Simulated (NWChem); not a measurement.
CCl2, singlet; SMILES Cl[C]Cl

Results from NWChem. Low-valent species are run as closed-shell singlets; no triplet was tried in these runs. All runs use the structure optimised with PBE0-D3(BJ)/def2-TZVP. Gas-phase geometry, NWChem's default radii.

COSMO at B3LYP/def2-SVP gives an electrostatic solvation energy of -0.70 kcal/mol for ε = 1.5. Its surface charges are scaled by f = (ε − 1)/ε.

Question: Estimate the value for ε = 46.7 from the scaling alone and compare it with a run.

Answer: 
1. f = 0.3333 and 0.9786; their ratio is 2.936.
2. With a rigid solute density the energy is proportional to f: -0.70 × 2.936 = -2.06 kcal/mol.
3. The run gives -2.24 kcal/mol, 0.18 lower; the difference is the response of the solute's density to the stronger field.
